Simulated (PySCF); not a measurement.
## How good is the calculation?

Atoms are numbered as in `[CH3:1][C:2](=[O:3])[O:4][CH:5]([CH3:6])[CH3:7]`. Hydrogens are named by the atom that carries them.

What is known from experiment: δ 13C C5 67.5; C6/C7 21.9; δ 1H H(C5) 4.99; H(C6)/H(C7) 1.23 ppm (measured; solution, not stated per compound (mostly CDCl3 or CCl4); Pretsch, Buehlmann, Badertscher, Structure Determination of Organic Compounds, 4th ed. (2009)).
δ 17O O3 365.1; O4 196.8 ppm (measured; liquid, neat, 295 K; 17O NMR survey of organic solvents and oxofluorinated compounds, PMC5915748).

PySCF 2.14.0 with density-fitted response routines calculation with structure optimised with PBE0-D3(BJ)/def2-SVP and shieldings: GIAO PBE0/pcSseg-1; gas phase, fast rotation and ring inversion assumed for equivalent nuclei, relativity neglected, a single conformation.

Q: Set the calculated values beside the experiment.

A: 
Reference values: measured (solution, not stated per compound (mostly CDCl3 or CCl4); Pretsch, Buehlmann, Badertscher, Structure Determination of Organic Compounds, 4th ed. (2009)).
```json
{"atoms": "C5", "quantity": "δ 13C", "reference": "67.5", "computed": "66.6", "computed, scaled": "63.7"}
{"atoms": "C6/C7", "quantity": "δ 13C", "reference": "21.9", "computed": "22.5", "computed, scaled": "21.1"}
{"atoms": "H(C5)", "quantity": "δ 1H", "reference": "4.99", "computed": "4.69", "computed, scaled": "4.66"}
{"atoms": "H(C6)/H(C7)", "quantity": "δ 1H", "reference": "1.23", "computed": "1.17", "computed, scaled": "1.32"}
```

Reference values: measured (liquid, neat, 295 K; 17O NMR survey of organic solvents and oxofluorinated compounds, PMC5915748).
```csv
atoms,quantity,reference,computed,"computed, scaled"
O3,δ 17O vs D2O (external),365.1,–,365.8
O4,δ 17O vs D2O (external),196.8,–,180.1
```

Computed shifts are σ(ref) − σ with the named reference compound (TMS for H and C) calculated as an isolated molecule at the same level. The measured values may be among those fitted. Expected solution values come from regression of measured δ (H and C: mostly CDCl3, vs TMS) on computed σ: 13C (scatter 1.9 ppm rms, 2.3 ppm with the 23 outliers that the fit left out); 1H (scatter 0.21 ppm rms, 0.22 ppm with the 3 outliers that the fit left out); 17O (scatter 13.5 ppm rms, 14.3 ppm with the 1 outlier that the fit left out vs liquid water, solution or neat liquid). A few per cent of atoms miss by over 2 rms, more outside the fitted compound classes.

Q: How far are the unscaled 13C shifts from the references?

A: Mean signed difference -0.15 ppm, mean absolute 0.75 ppm over 2 comparisons; the largest is -0.9 ppm at C5 (sp3 CH bonded to O).

Q: How far are the unscaled 1H shifts from the references?

A: Mean signed difference -0.18 ppm, mean absolute 0.18 ppm over 2 comparisons; the largest is -0.30 ppm at H(C5) (hydrogen on an sp3 CH bonded to O).
